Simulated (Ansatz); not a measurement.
A made-up structure of AlBH₃OF, closed shell:

| atom | x (Å) | y (Å) | z (Å) |
| --- | --- | --- | --- |
| B1 | -1.2797 | 0.8515 | 0.0796 |
| Al2 | 0.4440 | -0.2938 | -0.3378 |
| O3 | 1.3756 | -0.9179 | 0.9243 |
| F4 | 0.8970 | -0.5893 | -1.9024 |
| H5 | -2.3620 | 0.3550 | 0.2015 |
| H6 | 0.9711 | 1.0311 | 0.1887 |
| H7 | 2.1657 | -1.4466 | 0.8275 |

It is relaxed with PBE-D4/def2-SVP and then PBE0-D4/def2-TZVP (Ansatz 0.2.0). Atoms count as bonded within 1.22 times the sum of their covalent radii (H–H: 0.88 Å). The end point is not checked to be a true minimum.

Does its bonding change? (A judgement: the text doesn't fix the answer.)

Computed: Yes. Formed: B1–H6; broken: Al2–H6.

Where it ends: The first stage lowers the energy by 5.21 eV in 18 steps. It ends as AlBH₃OF ([BH2][Al]([OH])[F]):
B1  (-0.844, 0.865, 0.092)
Al2  (0.715, -0.492, -0.343)
O3  (1.573, -1.235, 0.907)
F4  (1.109, -0.839, -1.913)
H5  (-1.980, 0.511, 0.223)
H6  (-0.651, 2.039, 0.218)
H7  (2.289, -1.858, 0.799)
(Å)

Labels in which every atom is bracketed show which atoms are joined, not bond orders.

For scale, one of the runs: PBE0-D4/def2-TZVP relaxation, 148 basis functions, launched by `ansatz run in.yaml --threads 2 --pin off --events-out ev --progress --plain --max-ram 4352MiB`. Hardware: 2 CPU threads of an Arm Neoverse V2, shared host. Wall time about 23 s.
